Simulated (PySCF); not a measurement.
V(22+) (vanadium, charge +22) across methods

1s1, 2S determinant. Calculation: PySCF 2.14, in an uncontracted even-tempered set (15 s from 20 bohr⁻², ratio 2.2; 7 p from 31 bohr⁻², ratio 2.4; 4 d from 93 bohr⁻², ratio 2.4; 3 f from 140 bohr⁻², ratio 2.4; 3 g from 210 bohr⁻², ratio 2.4); the non-relativistic Hamiltonian (point nucleus).

```
   method  E (hartree)  mean ε 1s α (eV)  Σ⟨r²⟩ (bohr²)   ⟨S²⟩
      LDA     -263.540           -7032.1       0.005705  0.750
      PBE     -264.356           -7050.7       0.005690  0.750
     PBE0     -264.393           -7087.4       0.005686  0.750
      UHF   -264.49988           -7197.4       0.005671  0.750
BHandHLYP     -264.468           -7124.7       0.005679  0.750
   r2SCAN     -264.500           -7068.0       0.005679  0.750
```

Problem. Estimate the same row for r2SCAN0.

Solution. E (hartree) = -264.500; mean ε 1s α (eV) = -7100.4; Σ⟨r²⟩ (bohr²) = 0.005677; ⟨S²⟩ = 0.750.

For one electron the Hartree and exchange-correlation energies should cancel; what remains is the self-interaction error.
